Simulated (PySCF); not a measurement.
## Worked example: chemical shift, span and skew from a shielding tensor

Si(H)2(OH)(NMe2) (C2H9NOSi), SMILES CN(C)[SiH2]O. Atoms are numbered in the order given.

```xyz
14

Si     0.7131    -0.7397     0.3121
O      2.0055     0.2719     0.6191
N     -0.6526     0.1484    -0.2724
C     -1.1928     1.2453     0.5044
C     -1.4849    -0.2600    -1.3810
H      0.5143    -1.3895     1.6395
H      0.9824    -1.7623    -0.7447
H      2.2702     0.8297    -0.1229
H     -2.1604     0.9896     0.9838
H     -1.3667     2.1372    -0.1293
H     -0.4863     1.5396     1.2966
H     -1.6545     0.5787    -2.0853
H     -2.4837    -0.6147    -1.0520
H     -1.0084    -1.0783    -1.9419
```

The structure is a stationary point at r2SCAN-D4/def2-SVP. Other conformers were not sampled.

GIAO shieldings from KT2/pcSseg-1 run with PySCF, non-relativistic, no solvent. The symmetric part of the tensor of N3 has the principal values 174.7, 220.4, 250.9 ppm. The same nucleus in NH3 has σ = 266.2 ppm at this level (PySCF, at its B3LYP-D3(BJ)/def2-TZVP geometry).

### Question
Work out the isotropic shielding, the ¹⁵N shift against NH3, the span and the skew.

### Answer

σ(iso) = (σ11 + σ22 + σ33)/3 = 215.3 ppm. δ = σ(ref) − σ(iso) = 266.2 − (215.3) = 50.9 ppm.
Span Ω = σ33 − σ11 = 76.2 ppm. Skew κ = 3(σ(iso) − σ22)/Ω = -0.20. Tumbling in solution averages the tensor to δ; in a static solid the shielding alone would spread this spin-1/2 line over Ω.
